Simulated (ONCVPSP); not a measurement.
# Cu (Z = 29), ONCV: configuration errors across variants

```json
{"Element": "Cu (Z = 29)", "Generator": "ONCVPSP 4.0.1", "Type": "optimised norm-conserving Vanderbilt (ONCV)", "Functional": "LDA (Perdew-Wang 92)", "Relativity": "non-relativistic", "Frozen core": "[Ar]", "Valence charge": "11", "Reference configuration": "3d9 4s2", "Partial waves": "4s: rc 1.75 bohr, ncon 3, nbas 6, qcut 3.2 1/bohr, 2 projectors, debl 2.1 Ha; p scattering state at 0.03 Ha: rc 1.55 bohr, ncon 5, nbas 10, qcut 5.6 1/bohr, 2 projectors, debl 1 Ha; 3d: rc 1.25 bohr, ncon 3, nbas 8, qcut 13.5 1/bohr, 2 projectors, debl 3.3 Ha", "Local potential": "polynomial inside 0.95 bohr (lpopt 3, dvloc0 -1 Ha)", "Core correction": "none"}
```

All-electron excitation energies from the reference (eV): (1) 3d10 4s1 -2.448; (2) 3d10 4s0 5.738; (3) 3d9 4s0 27.578; (4) 3d7 4s0 127.626.

4 further variants failed, have other tests or another functional or relativity, and are left out.

A true bound ghost makes a file unfit for plane-wave use even where its test errors are small: the radial tests pick states by their node count and pass the ghost by.

Errors AE − PS in meV (a dash: test not solved or not reliable):

| change | (1) | (2) | (3) | (4) | bound ghosts | GHOST(+) flags above zero |
| --- | --- | --- | --- | --- | --- | --- |
| base | -79 | -145 | +1.2 | -83 | s, p | none |
| s: qcut 3.3 | -80 | -149 | +0.1 | -74 | s, p | none |
| p: qcut 4.6 | -79 | -145 | +1.2 | -83 | s, p | p |
| d: nproj 0; local potential the d channel | -121 | -206 | -0.4 | -471 | s, p | p |
| s: nproj 3 | -78 | -146 | +0.6 | -84 | p | s |
| all radii scaled by about 1.25 (s 2.18, p 1.94, d 1.56 bohr); local potential polynomial inside 1.18 bohr (lpopt 3, dvloc0 -1 Ha) | -38 | -70 | +3.9 | -62 | p | s |
| d: rc 1.36 | -74 | -136 | +3.5 | -33 | s, p | none |

Task: Give the same row for: local potential polynomial inside 0.95 bohr (lpopt 3, dvloc0 -2 Ha).

Result: -78, -146, +0.7, -84; bound ghosts: s, p; GHOST(+) flags above zero: none.
